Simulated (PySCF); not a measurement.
Compound: C9H27NSi3.
Bonds: C1–Si2, Si2–C3, Si2–C4, Si2–N5, N5–Si6, Si6–C7, Si6–C8, Si6–C9, N5–Si10, Si10–C11, Si10–C12, Si10–C13. Hydrogens: H14, H15, H16 on C1; H17, H18, H19 on C3; H20, H21, H22 on C4; H23, H24, H25 on C7; H26, H27, H28 on C8; H29, H30, H31 on C9; H32, H33, H34 on C11; H35, H36, H37 on C12; H38, H39, H40 on C13.

Computed by this run: PySCF, PBE0-D3(BJ)/def2-SVP geometry optimisation, gas phase; density fitting, grid level 1; the optimiser is geomeTRIC in internal coordinates, started from a GFN2-xTB structure with every atom displaced at random (about 0.01 Å).

The end geometry, which sets the zero of energy:
```
atom  x, y, z in Å
C1     -1.6807    2.2945   -0.3439
Si2    -0.8864    0.8558   -1.2684
C3      0.0815    1.4706   -2.7630
C4     -2.3054   -0.1396   -2.0113
N5      0.1220   -0.0926   -0.1617
Si6     1.4925    0.6913    0.6431
C7      3.0452   -0.3746    0.5978
C8      1.0331    1.1342    2.4175
C9      2.0113    2.3005   -0.1914
Si10   -0.5074   -1.6154    0.4912
C11     0.7016   -2.4708    1.6583
C12    -0.8348   -2.8891   -0.8576
C13    -2.0722   -1.2926    1.4922
H14    -2.3124    2.8954   -1.0177
H15    -2.3215    1.9070    0.4645
H16    -0.9425    2.9691    0.1142
H17    -0.6298    1.7868   -3.5431
H18     0.6956    0.6561   -3.1792
H19     0.7405    2.3216   -2.5488
H20    -2.9647   -0.6242   -1.2777
H21    -2.9206    0.5757   -2.5820
H22    -1.9484   -0.9027   -2.7183
H23     3.1950   -0.7812   -0.4150
H24     3.9182    0.2528    0.8402
H25     3.0320   -1.2138    1.3049
H26     0.1958    1.8504    2.4188
H27     1.8826    1.6050    2.9378
H28     0.7214    0.2600    3.0080
H29     1.2107    3.0452   -0.3010
H30     2.7898    2.7472    0.4489
H31     2.4612    2.1224   -1.1791
H32     0.1625   -3.3291    2.0923
H33     1.5776   -2.8683    1.1251
H34     1.0535   -1.8500    2.4940
H35     0.0199   -2.9389   -1.5507
H36    -1.7415   -2.6941   -1.4445
H37    -0.9463   -3.8812   -0.3907
H38    -1.8430   -0.6367    2.3474
H39    -2.8603   -0.8022    0.9019
H40    -2.4867   -2.2335    1.8885
```

Problem. These geometries come from the run, each turned onto the end geometry. Order them by energy, lowest first.
A.
```
atom  x, y, z in Å
C1     -1.7062    2.2672   -0.3112
Si2    -0.8940    0.8568   -1.2616
C3      0.0643    1.5231   -2.7412
C4     -2.2762   -0.1653   -2.0348
N5      0.1287   -0.0988   -0.1723
Si6     1.5040    0.6815    0.6287
C7      3.0491   -0.3960    0.6077
C8      1.0507    1.1526    2.3981
C9      2.0276    2.2833   -0.2146
Si10   -0.5144   -1.6136    0.4911
C11     0.6835   -2.4707    1.6674
C12    -0.8436   -2.8903   -0.8551
C13    -2.0801   -1.2716    1.4841
H14    -2.3359    2.8844   -0.9720
H15    -2.3455    1.8658    0.4914
H16    -0.9646    2.9300    0.1595
H17    -0.6481    1.7811   -3.5410
H18     0.7433    0.7501   -3.1358
H19     0.6574    2.4204   -2.5227
H20    -2.9678   -0.6290   -1.3172
H21    -2.8668    0.5232   -2.6615
H22    -1.8791   -0.9504   -2.6948
H23     3.1722   -0.8724   -0.3781
H24     3.9329    0.2367    0.7869
H25     3.0439   -1.1848    1.3708
H26     0.2238    1.8807    2.3967
H27     1.9097    1.6191    2.9072
H28     0.7328    0.2915    3.0044
H29     1.2388    3.0473   -0.2660
H30     2.8474    2.7017    0.3925
H31     2.4213    2.1171   -1.2278
H32     0.1542   -3.3527    2.0642
H33     1.5835   -2.8351    1.1514
H34     0.9951   -1.8618    2.5276
H35    -0.0145   -2.8968   -1.5808
H36    -1.7783   -2.7225   -1.4062
H37    -0.8982   -3.8920   -0.4000
H38    -1.8475   -0.6154    2.3380
H39    -2.8597   -0.7760    0.8874
H40    -2.5053   -2.2072    1.8808
```
B.
```
atom  x, y, z in Å
C1     -1.6677    2.3464   -0.3989
Si2    -0.8769    0.8722   -1.2685
C3      0.1250    1.4520   -2.7606
C4     -2.3096   -0.1338   -1.9667
N5      0.1084   -0.0701   -0.1372
Si6     1.4950    0.6850    0.6710
C7      3.0386   -0.4027    0.6226
C8      1.0323    1.1062    2.4486
C9      2.0034    2.2950   -0.1630
Si10   -0.5200   -1.6079    0.4792
C11     0.7054   -2.4674    1.6248
C12    -0.8668   -2.8482   -0.9024
C13    -2.0803   -1.3136    1.4970
H14    -2.2787    2.9253   -1.1111
H15    -2.3325    2.0000    0.4091
H16    -0.9346    3.0343    0.0478
H17    -0.4959    1.4161   -3.6704
H18     0.9927    0.7941   -2.9252
H19     0.4968    2.4808   -2.6535
H20    -2.9537   -0.5880   -1.2006
H21    -2.9362    0.5640   -2.5469
H22    -1.9757   -0.9257   -2.6522
H23     2.9944   -1.1031   -0.2260
H24     3.9282    0.2315    0.4784
H25     3.1894   -0.9871    1.5408
H26     0.1961    1.8240    2.4589
H27     1.8796    1.5641    2.9853
H28     0.7160    0.2227    3.0232
H29     1.1922    3.0274   -0.2768
H30     2.7797    2.7615    0.4670
H31     2.4484    2.1189   -1.1533
H32     0.1898   -3.3475    2.0443
H33     1.5896   -2.8342    1.0832
H34     1.0507   -1.8554    2.4694
H35    -0.2628   -2.6271   -1.7960
H36    -1.9240   -2.8720   -1.2028
H37    -0.5953   -3.8609   -0.5621
H38    -1.8478   -0.6738    2.3632
H39    -2.8786   -0.8232    0.9210
H40    -2.4759   -2.2684    1.8806
```
C.
```
atom  x, y, z in Å
C1     -1.6869    2.3115   -0.3438
Si2    -0.9103    0.8503   -1.2512
C3      0.1472    1.4053   -2.7389
C4     -2.3073   -0.1254   -2.0285
N5      0.0735   -0.0622   -0.1106
Si6     1.4734    0.7093    0.6512
C7      3.0058   -0.4499    0.5335
C8      1.0667    1.1552    2.4572
C9      2.0291    2.3356   -0.1522
Si10   -0.5165   -1.6011    0.5239
C11     0.6793   -2.4988    1.6970
C12    -0.7836   -2.8196   -0.9216
C13    -2.1380   -1.2969    1.5111
H14    -2.3184    2.9380   -1.0261
H15    -2.3695    1.9836    0.4449
H16    -0.9699    3.0024    0.1102
H17    -0.3969    1.3636   -3.6573
H18     1.0316    0.7811   -2.8340
H19     0.5088    2.4227   -2.6213
H20    -2.9962   -0.6021   -1.2835
H21    -2.9837    0.5494   -2.6075
H22    -1.9773   -0.9125   -2.7155
H23     2.8928   -1.1490   -0.2997
H24     3.8934    0.1292    0.3400
H25     3.1726   -1.0210    1.4500
H26     0.2132    1.8655    2.4986
H27     1.8935    1.5950    2.9791
H28     0.7696    0.2874    3.0523
H29     1.2283    3.0362   -0.2893
H30     2.7894    2.8100    0.4253
H31     2.4547    2.1553   -1.1490
H32     0.1900   -3.3664    2.1067
H33     1.5616   -2.8537    1.1730
H34     1.0305   -1.8741    2.5073
H35    -0.1979   -2.5406   -1.8025
H36    -1.8256   -2.8603   -1.2327
H37    -0.5017   -3.8003   -0.6209
H38    -1.8994   -0.6790    2.3686
H39    -2.8924   -0.8317    0.9058
H40    -2.4947   -2.2308    1.8913
```
D.
```
atom  x, y, z in Å
C1     -1.7073    2.2789   -0.3274
Si2    -0.8889    0.8615   -1.2642
C3      0.1091    1.5073   -2.7313
C4     -2.2780   -0.1541   -2.0332
N5      0.1140   -0.0896   -0.1559
Si6     1.4923    0.6848    0.6393
C7      3.0195   -0.4267    0.6039
C8      1.0537    1.1480    2.4147
C9      2.0169    2.2859   -0.2063
Si10   -0.5176   -1.6115    0.4950
C11     0.6995   -2.4584    1.6580
C12    -0.8551   -2.8647   -0.8771
C13    -2.0817   -1.2843    1.4950
H14    -2.3299    2.8983   -0.9925
H15    -2.3565    1.8710    0.4639
H16    -0.9720    2.9395    0.1559
H17    -0.5489    1.5738   -3.6127
H18     0.9289    0.8146   -2.9764
H19     0.5400    2.5036   -2.5621
H20    -2.9498   -0.6419   -1.3139
H21    -2.8857    0.5499   -2.6257
H22    -1.8927   -0.9197   -2.7227
H23     3.0098   -1.0705   -0.2890
H24     3.9286    0.1946    0.5625
H25     3.1017   -1.0722    1.4896
H26     0.2295    1.8791    2.4186
H27     1.9176    1.6078    2.9214
H28     0.7333    0.2838    3.0147
H29     1.2228    3.0414   -0.2897
H30     2.8153    2.7155    0.4217
H31     2.4393    2.1111   -1.2061
H32     0.1756   -3.3367    2.0707
H33     1.5942   -2.8216    1.1323
H34     1.0216   -1.8411    2.5083
H35    -0.1656   -2.7062   -1.7205
H36    -1.8829   -2.8190   -1.2627
H37    -0.6885   -3.8842   -0.4935
H38    -1.8532   -0.6263    2.3488
H39    -2.8631   -0.7899    0.8984
H40    -2.5073   -2.2205    1.8912
```
E.
```
atom  x, y, z in Å
C1     -1.6831    2.2923   -0.3409
Si2    -0.8842    0.8575   -1.2681
C3      0.0790    1.4908   -2.7592
C4     -2.2982   -0.1433   -2.0122
N5      0.1268   -0.0947   -0.1684
Si6     1.4951    0.6871    0.6426
C7      3.0470   -0.3819    0.6135
C8      1.0251    1.1364    2.4126
C9      2.0182    2.2914   -0.1983
Si10   -0.5070   -1.6145    0.4858
C11     0.7039   -2.4725    1.6491
C12    -0.8459   -2.8910   -0.8586
C13    -2.0666   -1.2886    1.4937
H14    -2.3113    2.8908   -1.0203
H15    -2.3276    1.9082    0.4658
H16    -0.9462    2.9695    0.1158
H17    -0.6348    1.7696   -3.5511
H18     0.7322    0.6993   -3.1594
H19     0.6989    2.3708   -2.5446
H20    -2.9720   -0.6040   -1.2761
H21    -2.8982    0.5625   -2.6101
H22    -1.9374   -0.9272   -2.6938
H23     3.1858   -0.8288   -0.3836
H24     3.9206    0.2579    0.8189
H25     3.0466   -1.1912    1.3550
H26     0.1894    1.8543    2.4051
H27     1.8715    1.6062    2.9390
H28     0.7066    0.2636    3.0015
H29     1.2223    3.0440   -0.2879
H30     2.8156    2.7282    0.4252
H31     2.4420    2.1106   -1.1969
H32     0.1704   -3.3417    2.0684
H33     1.5869   -2.8542    1.1160
H34     1.0451   -1.8594    2.4951
H35    -0.0158   -2.9183   -1.5821
H36    -1.7782   -2.7183   -1.4117
H37    -0.9156   -3.8862   -0.3900
H38    -1.8309   -0.6357    2.3494
H39    -2.8598   -0.7974    0.9109
H40    -2.4776   -2.2309    1.8910
```

Solution. E (0.002 eV), A (0.007 eV), D (0.015 eV), B (0.034 eV), C (0.364 eV).

In the order of the answer:

```json
{"step": "13", "E above end (eV)": "0.002", "largest force (eV/Å)": "0.02", "rms force component (eV/Å)": "0.005", "rms distance from end (Å)": "0.028", "rms bond change (Å)": "0.000", "bond most changed (Å)": "Si2–C3 +0.001"}
{"step": "10", "E above end (eV)": "0.007", "largest force (eV/Å)": "0.04", "rms force component (eV/Å)": "0.011", "rms distance from end (Å)": "0.058", "rms bond change (Å)": "0.001", "bond most changed (Å)": "N5–Si10 +0.002"}
{"step": "7", "E above end (eV)": "0.015", "largest force (eV/Å)": "0.06", "rms force component (eV/Å)": "0.013", "rms distance from end (Å)": "0.144", "rms bond change (Å)": "0.002", "bond most changed (Å)": "Si6–C7 +0.005"}
{"step": "2", "E above end (eV)": "0.034", "largest force (eV/Å)": "0.08", "rms force component (eV/Å)": "0.021", "rms distance from end (Å)": "0.193", "rms bond change (Å)": "0.002", "bond most changed (Å)": "Si6–C7 +0.005"}
{"step": "0", "E above end (eV)": "0.364", "largest force (eV/Å)": "1.80", "rms force component (eV/Å)": "0.523", "rms distance from end (Å)": "0.216", "rms bond change (Å)": "0.021", "bond most changed (Å)": "Si6–C7 +0.041"}
```

The cost below is that of the whole optimisation. The run took 14 min wall, 32 min CPU on Intel Xeon Platinum 8488C, 2 threads (shared host), and the process peaked at 3.2 GiB of memory.
